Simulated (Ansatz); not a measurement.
Born–Oppenheimer molecular dynamics of C2H7ClGaN (12 atoms, charge 0, multiplicity 1). It starts at the highest image of a converged band. Of that band: The profile has 2 maxima (images 2, 4) with wells between them (image 3): this band takes more than one step, which may be the mechanism or a detour left from its start path. Neighbouring images differ by up to 2.7 eV, so the band resolves the path poorly. A vibrational analysis at the climbing image gives one clearly imaginary mode, 1494i cm⁻¹: a first-order saddle point.

Method: Ansatz 0.2.0, RKS PBE0-D4/def2-SVP.

| Quantity | Value |
| --- | --- |
| ensemble | NVE (velocity Verlet) |
| time step | 0.5 fs |
| steps asked | 200 |
| starting velocities drawn for | 100 K |
| seed | 2833 |

Frames 1 fs apart, positions in Å, forces in eV/Å.

Velocities at 55 fs (Å/ps):

```
Ga 2.50 1.40 -6.17
N 7.27 -14.45 9.92
C 1.81 1.08 -0.38
C -13.46 -10.16 9.47
H -44.89 16.54 37.72
Cl -0.67 7.47 1.54
H -18.80 -26.50 5.13
H 9.61 27.48 14.64
H 15.89 -6.78 -1.49
H -21.41 -2.23 -9.42
H -28.47 -42.91 56.57
H -23.37 -16.04 23.23
```

```xyz
12
Properties=species:S:1:pos:R:3:forces:R:3 time_fs=55 energy_less_start_eV=-1.367 T=1159
Ga -0.778 0.247 0.926 -0.71 -0.34 0.90
N 0.701 -0.836 0.558 -0.58 0.90 -0.29
C 0.585 -1.236 -0.837 0.70 0.08 -0.20
C -1.176 2.161 0.525 2.77 1.41 -2.16
H -0.447 2.232 -0.541 -2.59 0.02 2.48
Cl -2.217 -1.247 1.816 0.23 0.80 -0.20
H 0.719 -1.651 1.163 0.00 -0.01 0.09
H 0.068 -0.475 -1.442 -0.11 0.15 -0.09
H 1.571 -1.340 -1.322 0.13 -0.10 -0.01
H 0.048 -2.175 -1.000 -0.27 -0.29 -0.01
H -2.170 2.692 0.472 0.43 -1.29 -0.62
H -0.625 2.974 1.099 0.00 -1.33 0.11
12
Properties=species:S:1:pos:R:3:forces:R:3 time_fs=56 energy_less_start_eV=-1.579 T=1321
Ga -0.775 0.248 0.920 -0.57 -0.60 1.01
N 0.708 -0.851 0.568 -0.70 0.72 -0.28
C 0.587 -1.235 -0.838 0.71 -0.19 -0.28
C -1.188 2.152 0.533 2.48 1.29 -1.70
H -0.504 2.249 -0.492 -2.30 0.01 1.95
Cl -2.217 -1.239 1.818 0.23 0.79 -0.22
H 0.700 -1.677 1.168 0.00 0.23 -0.09
H 0.077 -0.447 -1.427 0.02 -0.07 -0.03
H 1.587 -1.347 -1.324 -0.29 -0.07 0.13
H 0.025 -2.178 -1.009 0.03 0.20 0.02
H -2.197 2.643 0.525 0.33 -1.13 -0.70
H -0.648 2.952 1.123 0.08 -1.18 0.19
12
Properties=species:S:1:pos:R:3:forces:R:3 time_fs=57 energy_less_start_eV=-1.802 T=1491
Ga -0.773 0.249 0.914 -0.43 -0.87 1.09
N 0.715 -0.864 0.578 -0.83 0.57 -0.29
C 0.590 -1.234 -0.839 0.62 -0.36 -0.31
C -1.199 2.143 0.541 1.66 0.86 -0.62
H -0.582 2.266 -0.425 -1.49 0.11 0.63
Cl -2.218 -1.232 1.819 0.23 0.77 -0.22
H 0.681 -1.701 1.173 0.01 0.43 -0.24
H 0.087 -0.420 -1.413 0.15 -0.29 0.02
H 1.600 -1.355 -1.324 -0.60 -0.05 0.22
H 0.003 -2.179 -1.018 0.30 0.61 0.06
H -2.220 2.583 0.572 0.16 -0.91 -0.71
H -0.671 2.918 1.148 0.21 -0.88 0.38
12
Properties=species:S:1:pos:R:3:forces:R:3 time_fs=58 energy_less_start_eV=-1.846 T=1523
Ga -0.771 0.251 0.908 -0.27 -1.13 1.13
N 0.721 -0.877 0.587 -0.94 0.53 -0.38
C 0.593 -1.234 -0.840 0.48 -0.39 -0.21
C -1.208 2.135 0.548 0.05 0.08 1.67
H -0.675 2.284 -0.352 0.09 0.47 -2.00
Cl -2.218 -1.224 1.821 0.22 0.76 -0.23
H 0.662 -1.722 1.175 0.03 0.50 -0.30
H 0.098 -0.395 -1.399 0.25 -0.47 0.05
H 1.608 -1.364 -1.322 -0.74 -0.03 0.24
H -0.016 -2.175 -1.027 0.48 0.84 0.07
H -2.242 2.514 0.612 -0.01 -0.68 -0.64
H -0.691 2.876 1.178 0.36 -0.48 0.61
12
Properties=species:S:1:pos:R:3:forces:R:3 time_fs=59 energy_less_start_eV=-1.656 T=1382
Ga -0.768 0.252 0.902 -0.09 -1.37 1.10
N 0.726 -0.890 0.596 -1.03 0.64 -0.56
C 0.596 -1.233 -0.841 0.31 -0.28 0.00
C -1.217 2.127 0.556 -1.77 -1.02 4.68
H -0.766 2.307 -0.299 1.84 1.19 -5.29
Cl -2.219 -1.215 1.822 0.22 0.75 -0.23
H 0.644 -1.737 1.174 0.04 0.43 -0.25
H 0.111 -0.375 -1.385 0.30 -0.56 0.02
H 1.608 -1.372 -1.318 -0.67 -0.03 0.19
H -0.030 -2.162 -1.035 0.53 0.86 0.06
H -2.264 2.440 0.646 -0.14 -0.47 -0.50
H -0.708 2.830 1.213 0.47 -0.12 0.77
12
Properties=species:S:1:pos:R:3:forces:R:3 time_fs=60 energy_less_start_eV=-1.659 T=1387
Ga -0.766 0.253 0.897 0.09 -1.60 1.02
N 0.731 -0.903 0.605 -1.10 0.86 -0.80
C 0.600 -1.233 -0.842 0.15 -0.07 0.34
C -1.228 2.119 0.568 -1.99 -1.65 5.20
H -0.841 2.341 -0.296 2.03 1.55 -5.91
Cl -2.219 -1.207 1.823 0.20 0.74 -0.22
H 0.625 -1.748 1.172 0.03 0.23 -0.12
H 0.127 -0.360 -1.370 0.30 -0.54 -0.05
H 1.603 -1.381 -1.312 -0.41 -0.05 0.06
H -0.040 -2.142 -1.042 0.44 0.67 0.03
H -2.288 2.360 0.675 -0.21 -0.28 -0.31
H -0.721 2.782 1.255 0.47 0.13 0.76
12
Properties=species:S:1:pos:R:3:forces:R:3 time_fs=61 energy_less_start_eV=-1.967 T=1617
Ga -0.764 0.253 0.892 0.28 -1.85 0.94
N 0.735 -0.915 0.613 -1.13 1.14 -1.04
C 0.604 -1.233 -0.843 0.04 0.23 0.76
C -1.240 2.109 0.584 -0.74 -1.04 2.16
H -0.898 2.389 -0.346 0.76 0.87 -2.74
Cl -2.220 -1.198 1.824 0.19 0.73 -0.22
H 0.608 -1.758 1.168 0.01 -0.01 0.04
H 0.146 -0.351 -1.356 0.25 -0.41 -0.16
H 1.593 -1.391 -1.305 -0.03 -0.10 -0.10
H -0.046 -2.115 -1.050 0.21 0.30 -0.03
H -2.313 2.278 0.702 -0.17 -0.12 -0.13
H -0.729 2.736 1.305 0.34 0.25 0.52
12
Properties=species:S:1:pos:R:3:forces:R:3 time_fs=62 energy_less_start_eV=-2.045 T=1677
Ga -0.761 0.254 0.886 0.47 -2.08 0.85
N 0.738 -0.926 0.621 -1.15 1.35 -1.24
C 0.608 -1.233 -0.843 0.02 0.55 1.19
C -1.252 2.098 0.601 0.14 0.04 -0.92
H -0.947 2.445 -0.422 -0.20 -0.15 0.73
Cl -2.220 -1.190 1.825 0.17 0.71 -0.21
H 0.590 -1.767 1.164 -0.02 -0.20 0.16
H 0.168 -0.345 -1.343 0.16 -0.19 -0.29
H 1.583 -1.401 -1.300 0.37 -0.16 -0.26
H -0.050 -2.085 -1.057 -0.09 -0.15 -0.10
H -2.340 2.195 0.726 0.05 0.05 -0.02
H -0.734 2.691 1.359 0.09 0.24 0.11
12
Properties=species:S:1:pos:R:3:forces:R:3 time_fs=63 energy_less_start_eV=-1.808 T=1497
Ga -0.759 0.254 0.881 0.64 -2.30 0.78
N 0.740 -0.936 0.627 -1.18 1.41 -1.32
C 0.612 -1.232 -0.842 0.13 0.76 1.51
C -1.264 2.087 0.618 0.28 0.83 -2.42
H -0.997 2.500 -0.492 -0.49 -0.87 2.74
Cl -2.220 -1.181 1.827 0.15 0.69 -0.20
H 0.572 -1.778 1.162 -0.03 -0.24 0.18
H 0.190 -0.341 -1.333 0.07 0.06 -0.41
H 1.577 -1.413 -1.297 0.65 -0.20 -0.35
H -0.054 -2.057 -1.066 -0.39 -0.56 -0.17
H -2.366 2.112 0.751 0.39 0.24 0.03
H -0.738 2.649 1.415 -0.23 0.19 -0.37
12
Properties=species:S:1:pos:R:3:forces:R:3 time_fs=64 energy_less_start_eV=-1.496 T=1258
Ga -0.757 0.253 0.876 0.80 -2.48 0.71
N 0.742 -0.945 0.633 -1.22 1.30 -1.28
C 0.616 -1.231 -0.840 0.31 0.75 1.61
C -1.277 2.077 0.633 0.05 1.24 -2.83
H -1.052 2.547 -0.537 -0.44 -1.26 3.64
Cl -2.220 -1.171 1.827 0.13 0.67 -0.19
H 0.554 -1.791 1.161 0.00 -0.11 0.10
H 0.214 -0.336 -1.327 0.01 0.27 -0.48
H 1.577 -1.427 -1.297 0.67 -0.22 -0.32
H -0.062 -2.034 -1.076 -0.54 -0.75 -0.20
H -2.388 2.031 0.776 0.73 0.44 0.05
H -0.745 2.609 1.467 -0.51 0.15 -0.80
12
Properties=species:S:1:pos:R:3:forces:R:3 time_fs=65 energy_less_start_eV=-1.293 T=1102
Ga -0.754 0.253 0.871 0.92 -2.60 0.65
N 0.742 -0.953 0.638 -1.28 1.08 -1.18
C 0.620 -1.229 -0.837 0.45 0.51 1.43
C -1.289 2.068 0.646 -0.26 1.36 -2.79
H -1.111 2.582 -0.547 -0.27 -1.45 3.94
Cl -2.220 -1.162 1.829 0.11 0.65 -0.18
H 0.536 -1.806 1.162 0.06 0.12 -0.05
H 0.238 -0.329 -1.326 0.01 0.36 -0.48
H 1.583 -1.443 -1.300 0.45 -0.18 -0.17
H -0.076 -2.018 -1.087 -0.45 -0.66 -0.14
H -2.404 1.955 0.801 0.95 0.64 0.05
H -0.756 2.571 1.511 -0.70 0.17 -1.08
12
Properties=species:S:1:pos:R:3:forces:R:3 time_fs=66 energy_less_start_eV=-1.268 T=1082
Ga -0.751 0.252 0.867 1.01 -2.67 0.60
N 0.742 -0.961 0.642 -1.33 0.87 -1.07
C 0.625 -1.227 -0.832 0.48 0.16 1.01
C -1.302 2.060 0.657 -0.54 1.29 -2.60
H -1.173 2.603 -0.520 -0.06 -1.51 3.89
Cl -2.221 -1.152 1.829 0.09 0.62 -0.17
H 0.518 -1.819 1.162 0.13 0.33 -0.18
H 0.262 -0.319 -1.329 0.05 0.30 -0.38
H 1.593 -1.461 -1.305 0.09 -0.10 0.05
H -0.093 -2.008 -1.101 -0.15 -0.34 -0.02
H -2.411 1.885 0.827 0.99 0.80 0.05
H -0.774 2.534 1.545 -0.75 0.26 -1.18
```

Of the whole run (100 fs, mean temperature of the second half 1174 K): The conserved energy stayed within 0.69 meV per atom of its start (net change 0.11 meV per atom), so the integration is sound. The kinetic energy rose, since the run started high on the potential surface and went downhill. A run of 0.1 ps of so small a system gives no equilibrium averages. The orbitals stay closed-shell, which can raise the energy where a bond breaks towards radicals; this wasn't checked here.

The run took 14 min on 4 threads of Arm Neoverse N1, on a shared host, peak memory 0.36 GiB.
